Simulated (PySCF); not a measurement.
## TcSe₂: fields on a plane

These are results of UPBE0 in PySCF with Tc def2-SVP with ECP28, Se def2-SVP; scalar-relativistic core potentials, no spin–orbit coupling; density-fitted integrals, not measurements.

The quartet minimum has Tc–Se 2.224 Å (×2); Se–Tc–Se 124.3°.

The plane holds Tc1 at (0.00, 0.00), Se2 at (2.22, 0.00), Se3 at (-1.25, 1.84) Å. Columns run from x = -3.15 to 4.65 Å, rows from y = 4.05 (top) to -1.95 Å, in steps of 0.3 Å. Other isomers or separated fragments may lie lower. Core electrons replaced by a potential are absent, the electrostatic potential uses the reduced nuclear charge, and values within about 0.7 Å of such atoms have no physical meaning.

Question: Give the spin density (e/Å³) (cut at ±0.5 e/Å³). Lower edges of the bins (e/Å³): '0' -0.054, '1' 0.002, '2' 0.057, '3' 0.112, '4' 0.168, '5' 0.223, '6' 0.278, '7' 0.334, '8' 0.389, '9' 0.445; top 0.50.

Answer: 
```
000000000000000000000000000
000000000000000000000000000
000000111100000000000000000
000000111110000000000000000
000000111110000000000000000
000000111110000000000000000
000000011100000000000000000
000000010000000000000000000
011110100000010000011100000
011111000001111000111110000
011111000123311000111110000
011111001369831000111110000
011111114999951000111110000
001111127933951000110000000
001111125933971000200000000
001111125999941000000000000
001111125996321001110000000
000111123443111111111000000
000111112222111111111000000
000011111111111111111000000
000011111111111111110000000
```

Question: Give the electron localisation function (set to 0 where the density is under 0.005 e/Å³). Every second row and column.

Answer: 
```
0.00 0.00 0.16 0.30 0.30 0.00 0.00 0.00 0.00 0.00 0.00 0.00 0.00 0.00
0.00 0.24 0.58 0.77 0.73 0.54 0.18 0.00 0.00 0.00 0.00 0.00 0.00 0.00
0.17 0.57 0.88 0.84 0.88 0.76 0.33 0.00 0.00 0.00 0.00 0.00 0.00 0.00
0.32 0.78 0.49 0.58 0.18 0.77 0.37 0.05 0.05 0.19 0.22 0.00 0.00 0.00
0.43 0.81 0.28 0.57 0.24 0.71 0.32 0.20 0.38 0.61 0.65 0.49 0.00 0.00
0.43 0.76 0.80 0.45 0.60 0.32 0.22 0.34 0.73 0.78 0.89 0.78 0.38 0.00
0.28 0.61 0.72 0.45 0.42 0.77 0.78 0.41 0.26 0.50 0.45 0.89 0.48 0.00
0.00 0.31 0.32 0.10 0.63 0.01 0.82 0.38 0.16 0.24 0.18 0.86 0.43 0.00
0.00 0.00 0.14 0.17 0.41 0.68 0.44 0.32 0.71 0.34 0.72 0.74 0.27 0.00
0.00 0.00 0.15 0.34 0.45 0.29 0.10 0.37 0.79 0.82 0.73 0.42 0.12 0.00
0.00 0.00 0.00 0.27 0.38 0.27 0.15 0.32 0.56 0.55 0.40 0.16 0.00 0.00
```

Other spin states or occupations of the open shell can lie lower.
